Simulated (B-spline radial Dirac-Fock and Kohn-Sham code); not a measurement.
Binding energies of I²⁺

System: the I²⁺ ion in the configuration [Kr] 4d10 5s2 5p3; nuclear rms radius 4.75 fm (A = 127).

Input file task.json (cfg lists n, l and occupation; rrms is the nuclear radius in fm):

```json
{"items": [{
  "Z": 53,
  "q": 2,
  "cfg": [[1, 0, 2], [2, 0, 2], [2, 1, 6], [3, 0, 2], [3, 1, 6], [3, 2, 10], [4, 0, 2], [4, 1, 6], [4, 2, 10], [5, 0, 2], [5, 1, 3]],
  "A": 127,
  "rrms": 4.75,
  "do": ["binding"]
}]}
```

Run with: `python xray_run.py task.json out`

Method: Dirac-Fock (average of configuration) total-energy differences with a finite nucleus, the Breit interaction including its frequency dependence, and self-energy and vacuum-polarisation corrections. Computed with an atomic code on a B-spline grid. Electron correlation is not included. Energies are counted from the vacuum level. Subshells whose hole state is unreliable or did not converge are left out.

All terms are in eV, carry their sign (relaxation lowers the binding energy) and add up to the binding energy; ⟨r⟩ is the mean radius of the orbital in the initial state.

| subshell | −ε (Koopmans) | relaxation | Gaunt | retardation | self-energy | vacuum polarisation | binding energy | ⟨r⟩ (bohr) |
| --- | --- | --- | --- | --- | --- | --- | --- | --- |
| K | 33381.8 | -66.66 | -83.69 | 6.79 | -45.48 | 6.29 | 33199.0 | 0.027 |
| L1 | 5273.2 | -35.37 | -7.75 | 0.45 | -5.67 | 0.73 | 5225.6 | 0.117 |
| L2 | 4934.7 | -39.04 | -13.86 | 1.55 | 0.37 | -0.02 | 4883.7 | 0.099 |
| L3 | 4634.8 | -37.63 | -9.91 | 1.85 | -0.16 | -0.04 | 4588.9 | 0.104 |
| M1 | 1123.3 | -14.96 | -1.08 | 0.03 | -1.16 | 0.14 | 1106.3 | 0.312 |
| M2 | 982.2 | -15.58 | -2.11 | 0.22 | 0.08 | -0.01 | 964.8 | 0.303 |
| M3 | 924.3 | -14.96 | -1.37 | 0.28 | -0.02 | -0.01 | 908.2 | 0.314 |
| M4 | 678.8 | -16.58 | -0.62 | 0.03 | 0.11 | -0.01 | 661.8 | 0.286 |
| M5 | 666.8 | -16.35 | -0.29 | 0.03 | 0.08 | -0.01 | 650.3 | 0.289 |
| N1 | 231.5 | -4.74 | -0.16 | 0.00 | -0.23 | 0.03 | 226.5 | 0.741 |
| N3 | 168.6 | -4.31 | -0.18 | 0.05 | 0.01 | 0.00 | 164.2 | 0.801 |
| N4 | 84.03 | -3.69 | -0.01 | 0.00 | 0.03 | 0.00 | 80.35 | 0.909 |
| N5 | 82.20 | -3.60 | 0.04 | 0.00 | 0.02 | 0.00 | 78.65 | 0.921 |
| O1 | 41.40 | -0.54 | -0.02 | 0.00 | -0.03 | 0.00 | 40.82 | 1.910 |
| O2,3 | 28.93 | -0.38 | -0.02 | 0.00 | 0.00 | 0.00 | 28.53 | 2.250 |

For the deepest level, K (1s), the Breit terms make up -0.232 % of the binding energy, QED -0.118 % and orbital relaxation -0.201 %.

Spin-orbit splittings: 2p 294.8 eV, 3p 56.64 eV, 3d 11.49 eV, 4d 1.70 eV.

Going to the tabulated ground configuration of the next ion removes an electron from O2,3 (5p), computed at 28.53 eV. NIST lists 29.57 ± 0.025 eV as the ionisation energy of this species (measured), +1.04 eV from the computed value. Where a p, d or f shell is open in either ion the computed value averages over both j values and all terms, while the table refers to the lowest levels; that difference holds spin-orbit splitting (largest in heavy or highly charged ions), term energies where several electrons share open shells, and correlation, and it can reach 10 % or more.
